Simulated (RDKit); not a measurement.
Input for RDKit: MMFF94 on CH6OS (a complex).

```python
from rdkit import Chem
from rdkit.Chem import AllChem, rdDetermineBonds

blocks = [
'''3

O     0.26080224   -0.08704100    0.28512645
H     0.83101260   -0.70921163   -0.17930911
H    -0.61837091   -0.21400304   -0.08751087
''',
'''6

C     0.82375709    0.82827911    4.32961547
S     0.23093687   -0.79826008    3.75745129
H     0.13495228    1.62045053    4.04343959
H     0.87085536    0.77812981    5.41610416
H     1.81839393    1.04203731    3.94373995
H     0.24721076   -0.51895370    2.44033396
''',
]
mol = None
for b in blocks:
    f = Chem.MolFromXYZBlock(b)
    rdDetermineBonds.DetermineBonds(f, charge=0)
    mol = f if mol is None else Chem.CombineMols(mol, f)
Chem.SanitizeMol(mol)
print(Chem.MolToSmiles(Chem.RemoveHs(mol)))
ff = AllChem.MMFFGetMoleculeForceField(mol, AllChem.MMFFGetMoleculeProperties(mol), nonBondedThresh=100.0, ignoreInterfragInteractions=False)
e = ff.CalcEnergy()
print(f'MMFF94 energy {e:.6f} kcal/mol')
```

It printed:

```
CS.O
MMFF94 energy -1.496868 kcal/mol
```

The run finished.

Cost: about 0.05 core-seconds (a rough figure).
